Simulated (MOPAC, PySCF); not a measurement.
H4O3Si, SMILES `O[SiH](O)O`, neutral singlet in the gas phase. 

Cartesian coordinates (Å):
```xyz
8

O      0.3232    -0.9474    -1.2069
Si     0.0922    -0.0584     0.1407
O     -1.4993    -0.0588     0.4966
O      0.5589     1.4755    -0.1575
H      1.2043    -0.9847    -1.5806
H      0.8731    -0.6223     1.2684
H     -1.9415    -0.9024     0.5966
H      0.4007     2.1372     0.5165
```
Charge 0, multiplicity 1.

All levels are single points at this geometry (PBE0-D3(BJ)/def2-TZVP); Pople sets use spherical d functions. Orbital energies aren't observables, and empty levels follow the basis.

PBE0-D3(BJ)/def2-TZVP in PySCF gives HOMO (eV) = -8.80.

Estimate the HOMO (eV) from each of these levels: BP86/6-31G* in PySCF; M06-2X/6-31G* in PySCF; PBE/6-31G* in PySCF; PM3 in MOPAC; PM7 in MOPAC.


```csv
level,HOMO (eV)
BP86/6-31G* in PySCF,-6.98
M06-2X/6-31G* in PySCF,-10.04
PBE/6-31G* in PySCF,-6.86
PM3 in MOPAC,-9.38
PM7 in MOPAC,-11.59
```
